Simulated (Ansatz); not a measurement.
H9NOSi3, SMILES `O[SiH2]N[SiH2][SiH3]`, relaxed with RKS PBE0-D4/def2-TZVP in Ansatz from a PBE-D4/def2-SVP geometry. The force threshold is 0.005 eV/Å; the program also tests the step.

Total charge 0; spin multiplicity 1.

Start:

```xyz
14

O    -2.189   -1.611    1.005
Si   -0.705   -0.948    1.440
N    -0.511    0.748    1.067
Si    0.331    1.508   -0.280
Si    1.323   -0.117   -1.665
H    -2.373   -1.605    0.048
H     0.434   -1.634    0.731
H    -0.663   -1.151    2.921
H    -1.037    1.393    1.670
H    -0.618    2.317   -1.136
H     1.392    2.471    0.196
H     0.296   -1.115   -2.134
H     2.446   -0.852   -0.988
H     1.874    0.596   -2.874
```

Q: By how much does the energy fall, and how many steps does the optimiser take? (An estimate is asked.)

A: Ansatz gave: 7.73 kJ/mol, in 13 steps.

Q: Which bonds change most? (An estimate is asked.)

A: The calculation gave: O1–Si2 from 1.682 to 1.644 Å; Si2–N3 from 1.748 to 1.717 Å; N3–Si4 from 1.761 to 1.733 Å; Si4–H10 from 1.512 to 1.492 Å.

Q: Give the relaxed structure. (Best estimate.)

A: The calculation gave: 
```xyz
14

O    -2.133   -1.604    1.010
Si   -0.696   -0.920    1.423
N    -0.549    0.744    1.028
Si    0.335    1.487   -0.264
Si    1.311   -0.122   -1.659
H    -2.367   -1.621    0.081
H     0.429   -1.589    0.718
H    -0.633   -1.114    2.889
H    -1.093    1.379    1.598
H    -0.571    2.333   -1.094
H     1.398    2.398    0.251
H     0.298   -1.112   -2.121
H     2.429   -0.849   -1.006
H     1.843    0.590   -2.855
```
